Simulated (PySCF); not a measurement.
HOSn, SMILES [OH][Sn] (connectivity only; charge and spin as stated), neutral, multiplicity 2.

Geometry: r2SCAN-D4/def2-TZVP. The def2 effective core potentials stand for the cores of Sn; spin–orbit coupling is left out.

Computed with C-PCM-ωB97X/def2-TZVPD (PySCF).

The values are the electrostatic part of the solvation free energy, E(continuum) − E(gas) at the gas-phase geometry, in a cavity of scaled van der Waals radii (PySCF's table); cavitation and dispersion terms are not included. A continuum can't describe solvent molecules that bind to the metal. The dipole moment in vacuum is 1.69 D.

Computed values in water (ε = 78.36), acetone (ε = 20.49), N,N-dimethylformamide (ε = 37.22):
```tsv
solvent	ε	ΔG(elec) (kcal/mol)	dipole (D)
water	78.36	-5.3	2.40
acetone	20.49	-5.1	2.36
N,N-dimethylformamide	37.22	-5.2	2.38
```
